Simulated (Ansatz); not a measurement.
AlH5OSi2 (`[SiH3][Al]1[O][SiH2]1`) at its PBE0-D4/def2-TZVP geometry, where that method's forces vanish. The species carries charge 0 and has multiplicity 1.

| atom | x (Å) | y (Å) | z (Å) |
| --- | --- | --- | --- |
| Si1 | -0.9363 | 1.4010 | -1.5304 |
| Al2 | -0.0092 | -0.2560 | 0.0182 |
| O3 | 0.9984 | -0.0270 | 1.4238 |
| Si4 | 0.9008 | -1.7092 | 1.5207 |
| H5 | -0.5228 | 1.0695 | -2.9212 |
| H6 | -2.4229 | 1.3619 | -1.4650 |
| H7 | -0.4725 | 2.7754 | -1.2008 |
| H8 | 2.2120 | -2.4043 | 1.3904 |
| H9 | 0.2524 | -2.2115 | 2.7644 |

Question: For each bond, give half the difference of the two atoms' forces along it (eV/Å; positive pushes the atoms apart) under PBE-D4, r2SCAN-D4, B3LYP-D4, ωB97M-V in def2-TZVPP. (Estimate.)

Answer: Ansatz gave: 
```csv
bond,length (Å),PBE-D4,r2SCAN-D4,B3LYP-D4,ωB97M-V
Si1–Al2,2.450,-0.22,-0.05,0.00,-0.01
Si1–H5,1.488,0.10,-0.01,-0.06,-0.10
Si1–H6,1.489,0.10,-0.01,-0.06,-0.10
Si1–H7,1.487,0.08,-0.02,-0.06,-0.10
Al2–O3,1.744,0.51,0.10,0.07,0.01
Al2–Si4,2.280,0.33,0.11,0.18,0.11
O3–Si4,1.688,0.55,0.14,0.16,0.08
Si4–H8,1.490,0.00,-0.05,-0.12,-0.13
Si4–H9,1.490,-0.01,-0.05,-0.12,-0.13
```

B3LYP here is the variant with VWN-RPA as its local correlation; programs differ in this.
